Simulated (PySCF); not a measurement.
**Excitation energy of Ta²⁺ by level of theory**

Ta²⁺ [Xe] 4f14 5d3 (4F) → Ta²⁺ [Xe] 4f14 5d2 6p1 (high-spin determinant), as a difference of total energies. All numbers are calculated (PySCF 2.14, a scalar-relativistic core potential, in def2-QZVPPD with the def2 core potential (60 electrons) (7s6p4d3f2g, 84 functions)). Correlated levels: valence: 5s2 5p6 frozen. The calculations carry no spin-orbit coupling.

| method | excitation energy (eV) |
| --- | --- |
| UHF | 6.726 |
| MP2 (valence) | 6.817 |
| SCS-MP2 (valence) | 6.756 |
| CCSD (valence) | 6.722 |
| CCSD(T) (valence) | 6.702 |

**Question.** How much does correlation contribute at CCSD(T) (valence)?

**Answer.** 6.702 − (6.726) = -0.024 eV, measured against UHF.

The coupled-cluster amplitudes are large for the upper state (T1 above 0.03 or a double amplitude above 0.15), so a single reference is strained.

The determinant of the upper state mixes LS terms, which raises its energy above the lowest term, most at the Hartree-Fock and MP2 levels.
